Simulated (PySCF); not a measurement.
Correlation energy of Ge (germanium, neutral)

[Ar] 3d10 4s2 4p2, high-spin 3P determinant. Computed with PySCF 2.14 in aug-cc-pVDZ-DK (6s5p3d, 36 functions), with scalar relativity by spin-free X2C-1e. Frozen: [Ar] 3d10; 4 electrons correlated.

MP2 pair energies summed by pair of shells (mhartree):

```json
{"pair": "4s-4p", "energy": "-23.77", "share (%)": "58.1"}
{"pair": "4s-4s", "energy": "-12.99", "share (%)": "31.7"}
{"pair": "4p-4p", "energy": "-4.18", "share (%)": "10.2"}
```

Total MP2 correlation energy: -40.95 mhartree.

Same-spin part -7.34 and opposite-spin part -33.61 mhartree; SCS-MP2 scales them by 1/3 and 6/5 to -42.77 mhartree.

```
  level  correlation energy (mhartree)
   CCSD                         -57.00
    (T)                          -0.90
CCSD(T)                         -57.90
```

Diagnostics: T1 = 0.0085, D1 = 0.0236, largest double amplitude 0.069.

Cost of the coupled-cluster step: 0.18 s of wall time on 1 thread of AMD EPYC 7B13 (shared host), for 4 correlated electrons.
